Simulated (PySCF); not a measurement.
C3H9GeN, SMILES [CH3][GeH]1[CH2]N[CH2]1.

The structure is a stationary point at PBE0-D3(BJ)/def2-SVP. The structure was generated by enumeration, and PubChem lists no compound with its InChIKey, so it may never have been made.

Vertical ionisation energy (IE) and electron affinity (EA) in eV. Rows of orbital energies are one-electron estimates. Where ΔSCF, EOM or ADC give a negative EA the extra electron is unbound and the value depends on the basis.

```json
[
 {"level": "−ε(HOMO), −ε(LUMO), HF/def2-TZVP (PySCF)", "IE": "___", "EA": "___"},
 {"level": "−ε(HOMO), −ε(LUMO), PBE/def2-TZVP (PySCF)", "IE": "4.83", "EA": "-0.04"}
]
```

### Question
Some entries are withheld; supply them. (The exact figures need the calculation; the answer reports its results.)

### Answer

- −ε(HOMO), −ε(LUMO), HF/def2-TZVP (PySCF), IE: 9.76
- −ε(HOMO), −ε(LUMO), HF/def2-TZVP (PySCF), EA: -3.59
